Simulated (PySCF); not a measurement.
## Spinor energies of Se(4+) (selenium, charge +4)

Start: [Ar] 3d10 4s2. Calculated with PySCF 2.14 in x2c-SVPall-2c (5s6p3d, 38 functions): generalised Hartree-Fock with the X2C-1e Hamiltonian and a Gaussian nucleus; one run each with spin-orbit coupling (SO) switched off, then screened by Boettger's factors.

| spinor shell | electrons | ε, spin-free (eV) | ε, screened SO (eV) | weight of nominal j (screened SO) | rms radius, screened SO (bohr) |
| --- | --- | --- | --- | --- | --- |
| 1s1/2 | 2 | -12786.2 | -12786.0 | 1.000 | 0.0508 |
| 2s1/2 | 2 | -1747.9 | -1747.8 | 1.000 | 0.212 |
| 2p1/2 | 2 | -1539.1 | -1567.8 | 1.000 | 0.187 |
| 2p3/2 | 4 | -1539.1 | -1525.3 | 1.000 | 0.190 |
| 3s1/2 | 2 | -302.38 | -302.37 | 1.000 | 0.612 |
| 3p1/2 | 2 | -234.39 | -238.70 | 1.000 | 0.629 |
| 3d3/2 | 4 | -122.25 | -122.82 | 1.000 | 0.686 |
| 3d5/2 | 6 | -122.25 | -121.87 | 1.000 | 0.690 |
| 4s1/2 | 2 | -65.770 | -65.771 | 1.000 | 1.74 |

Q: Where does 3p3/2 lie, and what is the 3p spin-orbit splitting (screened SO)?

A: At -232.31 eV, 6.396 eV above 3p1/2.

```csv
quantity,spin-free,screened SO
E (hartree),-2423.86693,-2423.96205
M_J,0,0
⟨J²⟩,0.000,0.000
⟨L²⟩,0.000,0.002
⟨S²⟩,0.000,0.002
```

Without spin-orbit coupling the j labels of p, d and f shells carry no meaning; the spin-free column gives the mean over the occupied spinors of each nl shell.
